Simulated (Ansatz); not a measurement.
ISn, doublet, at a GFN2-xTB geometry (such geometries of metal compounds can be far from the true shape) (the spin is typed, not shown lowest) (core potentials on I, Sn). Base run: CAM-B3LYP/def2-TZVP in Ansatz (a quantum-chemistry and plane-wave program).

Geometry (Å):
```xyz
2

Sn     0.0000     0.0000    -1.3944
I      0.0000     0.0000     1.3155
```
Charge 0, spin multiplicity 2.
Orbitals are unrestricted.
All else is at Ansatz's defaults.

The base run was repeated with changes; each row names its change, and settings that it needs were set with it.

```tsv
change	basis functions	E (Eh)
base	100	-512.03020
basis = def2-SV(P)	52	-512.01304
basis = def2-SVP	52	-512.01304
basis = STO-3G	___	___
basis = 3-21G	___	___
basis = def2-SVPD	___	___
basis = def2-TZVPP	100	-512.03020
basis = def2-TZVPD	115	-512.03057
basis = def2-QZVPP	164	-512.03276
basis = def2-QZVP	164	-512.03276
```

**Question.** Some entries are withheld; supply them.

**Answer.** 
- basis = STO-3G, basis functions: 54
- basis = STO-3G, E (Eh): -12818.55139
- basis = 3-21G, basis functions: 66
- basis = 3-21G, E (Eh): -12890.27310
- basis = def2-SVPD, basis functions: 67
- basis = def2-SVPD, E (Eh): -512.01567

Totals compare only among sets that treat the same electrons; sets with core potentials leave the core out.
